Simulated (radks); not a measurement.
Results of a calculation; reference values are marked as such.
Orbital eigenvalues (eV) of neutral lanthanum, [Xe] 5d1 6s2, at several levels of relativity; Dirac values are averaged over j with weights 2j + 1. Spin-unpolarised spherical Kohn-Sham, PBEsol, point nucleus unless stated (finite: rms radius 4.855 fm), a radial shooting solver on a logarithmic mesh with Libxc functionals. A level marked "c x" has the speed of light scaled by that factor and shares open shells by 2j + 1; other Dirac levels either fill j = l - 1/2 first or share by 2j + 1.

| shell | non-rel. | Dirac, 2j+1 shares | Dirac, low j first | Dirac, c x 100 | change of magnitude, last against first (%) |
|---|---|---|---|---|---|
| 2s | -5712.1 | -6158.8 | -6158.7 | -5712.1 | 0.00 |
| 2p | -5397.1 | -5533.7 | -5533.6 | -5397.1 | 0.00 |
| 3s | -1221.2 | -1317.1 | -1317.0 | -1221.2 | 0.00 |
| 3p | -1085.7 | -1115.9 | -1115.9 | -1085.7 | 0.00 |
| 3d | -833.18 | -820.24 | -820.18 | -833.17 | 0.00 |
| 4s | -245.28 | -265.80 | -265.74 | -245.29 | 0.00 |
| 4p | -195.20 | -200.10 | -200.03 | -195.20 | 0.00 |
| 4d | -107.63 | -103.62 | -103.56 | -107.63 | 0.00 |
| 5s | -35.962 | -38.901 | -38.846 | -35.962 | 0.00 |
| 5p | -22.362 | -22.463 | -22.413 | -22.362 | 0.00 |
| 5d | -3.7390 | -3.1016 | -3.0719 | -3.7389 | 0.00 |
| 6s | -3.4979 | -3.7049 | -3.6902 | -3.4979 | 0.00 |
